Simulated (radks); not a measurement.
Valence configurations of Mn2+ (all share [Ar]). All-electron calculation, scalar-relativistic Kohn-Sham, r2SCAN, spin-polarised, spherical densities, finite nucleus; open shells are filled with parallel spins first; meta-GGA in the generalised Kohn-Sham scheme; Fermi nuclear charge, rms radius 3.7057 fm. Program: a radial shooting solver on a logarithmic mesh with Libxc functionals. Energies are relative to 3d5; eigenvalues in eV for spin up.

| valence | E (eV) | moment (Bohr magnetons) | e(3d) | e(4p) | e(4s) |
|---|---|---|---|---|---|
| 3d5 | 0.000 | 5 | -26.186 | - | - |
| 3d4.5 4s0.5 | 3.731 | 5 | -29.188 | - | -21.083 |
| 3d3 4p2 | 33.595 | 5 | -41.001 | -19.424 | - |
| 3d4 4p1 | 14.540 | 5 | -33.429 | -16.775 | - |
| 3d4.5 4p0.5 | 6.758 | 5 | -29.771 | -15.272 | - |
| 3d4 4s1 | 8.133 | 5 | -32.270 | - | -22.703 |
| 3d3 4s2 | 22.472 | 3 | -38.832 | - | -24.306 |
| 3d3.5 4p1.5 | 23.451 | 5 | -37.175 | -18.150 | - |
| 3d3 4s1 4p1 | 26.620 | 5 | -39.889 | -18.906 | -25.939 |
| 3d2 4s1 4p2 | 50.331 | 5 | -47.839 | -21.304 | -28.899 |

NIST lists [Ar] 3d5 as the ground configuration; this level of theory agrees among the configurations tried. The energies are those of spherical high-spin densities, not of single terms.
